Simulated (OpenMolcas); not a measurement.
## S⁺: Slater's ratio, thermal populations, worked from levels

```yaml
Program: OpenMolcas
Basis: ANO-RCC-VTZP [5s4p2d1f]
Scalar_Hamiltonian: DKH2, point nucleus
Active_space: 5 electrons in 9 orbitals (RAS2 3s 3p; RAS3 3d, at most 2 electrons)
State_averaging: 2S+1 = 4 odd, 1 root; 2S+1 = 2 odd, 8 roots; 2S+1 = 4 even, 3 roots; 2S+1 = 2 even, 9 roots
Spin-orbit_coupling: state interaction with AMFI integrals over the reference wave functions, term energies averaged over their components
```

Methods: RASSCF; SS-RASPT2, IPEA 0.25 Eh, imaginary shift 0.1 Eh (closed shells correlated: 2s 2p). Measured levels: NIST Handbook of Basic Atomic Spectroscopic Data.

**Slater's ratio.** With one set of orbitals, p3 has ²D° - ⁴S° = 9 F2 and ²P° - ²D° = 6 F2 (F2 = F²/25), a ratio of 2/3. Term energies are centres of gravity, weighted by 2J + 1.

| Source | ²D° - ⁴S° | ²P° - ⁴S° | F2 from the first | Ratio |
| --- | --- | --- | --- | --- |
| RASSCF | 18140 | 28367 | 2016 | 0.564 |
| SS-RASPT2 | 15561 | 25673 | 1729 | 0.650 |
| measured | 14872 | 24556 | 1652 | 0.651 |

Energies in cm-1. A ratio away from 2/3 shows effects beyond one configuration with one set of orbitals, and in heavier atoms second-order spin-orbit shifts.

**Thermal populations.** Z = Σ (2J + 1) exp(-E/kT) with k = 0.695035 cm-1/K, over the levels below. No other level of either list lies under 90000 cm-1, which is above 7 kT at each temperature.

```tsv
Level	2J + 1	SS-RASPT2	measured
3s² 3p³ ⁴S°_3/2	4	0.0	0.0
3s² 3p³ ²D°_3/2	4	15550	14853
3s² 3p³ ²D°_5/2	6	15570	14885
3s² 3p³ ²P°_1/2	2	25660	24525
3s² 3p³ ²P°_3/2	4	25680	24572
3s 3p⁴ ⁴P_5/2	6	79340	79395
3s 3p⁴ ⁴P_3/2	4	79670	79757
3s 3p⁴ ⁴P_1/2	2	79860	79963
```

| T (K) | Z, SS-RASPT2 | Z, measured levels | Ground level (%), SS-RASPT2 | Ground level (%), measured levels |
| --- | --- | --- | --- | --- |
| 8000 | 4.668 | 4.762 | 85.7 | 84.0 |
| 12000 | 5.825 | 5.998 | 68.7 | 66.7 |

At 12000 K, kT = 8340 cm-1, and the computed levels give Z = 4.000 + 0.620 + 0.928 + 0.092 + 0.184 + 0.000 + 0.000 + 0.000 = 5.825.

The run also gave levels led by 3s² 3p² 3d, which use shells meant for correlation; these and all levels above them are left out. Some terms mix strongly with configurations of 3d, whose occupation reaches 0.36 (3s 3p⁴ ⁴P, 3s 3p⁴ ²D). Without dynamic correlation excited terms often stand tens of per cent too high (terms of higher spin than the ground term too low), and those without a measured partner can miss by more than the paired ones (holds for RASSCF). Computed and measured levels are paired by configuration, term and J; levels that our copy of the source lacks, or whose pairing is in doubt (as where it misses far off the trend of its configuration), stay unpaired and out of the deviations. Levels of configurations outside the active space are missing.

° marks odd parity.
